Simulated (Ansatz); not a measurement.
octafluoropropane (C3F8), SMILES FC(F)(F)C(F)(F)C(F)(F)F.

Geometry optimised at PBE-D3(BJ)/def2-SVP.

Two levels are set side by side: PBE/def2-SVPD (Ansatz, a first-principles code) and CAM-B3LYP/def2-SVPD (Ansatz). Energy differences of separate SCF runs at the same geometry; the states with an electron removed or added have multiplicity 2 and 2. Differences are taken from unrounded values.

```tsv
quantity	CAM-B3LYP
vertical ionisation energy (eV)	13.82
vertical singlet–triplet gap (eV)	9.70
```

Problem. What does PBE give, and how far is it from CAM-B3LYP? (An estimate is asked for; the answer gives what the named calculation found.)

Solution. 
```
quantity                             PBE  PBE minus CAM-B3LYP
---------------------------------  -----  -------------------
vertical ionisation energy (eV)    12.46                -1.36
vertical singlet–triplet gap (eV)   8.36                -1.34
```
